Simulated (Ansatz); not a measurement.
Basis-set extrapolation for CH4FNSi, SMILES `F/C=N/[SiH3]` (PBE0-D4/def2-TZVP geometry, frozen core, the Gaussian-basis code of Ansatz). Multiplicity 1, RHF reference.

```
                      def2-TZVPP   def2-QZVPP
                 HF  -483.113765  -483.131748
    MP2 correlation    -0.728294    -0.785878
CCSD(T) correlation    -0.785354      not run
```

Energies in hartree. Use E(X) = E(∞) + A·exp(−7.88·√X) for Hartree–Fock and E(X) = E(∞) + B·X^(−2.97) for correlation, with X = 3 and 4, and add CCSD(T) minus MP2 of the smaller set to the MP2 limit.

Question: What is the CCSD(T) energy at the basis-set limit?

Answer: HF limit: -483.131748 + (-0.017983) × 0.13774 = -483.13422. MP2 limit: -0.785878 + (-0.057584) × 0.74074 = -0.82853. Higher-order term: -0.785354 − (-0.728294) = -0.05706. Total: -484.01981 hartree, 75.7 kcal/mol below CCSD(T)/def2-TZVPP.
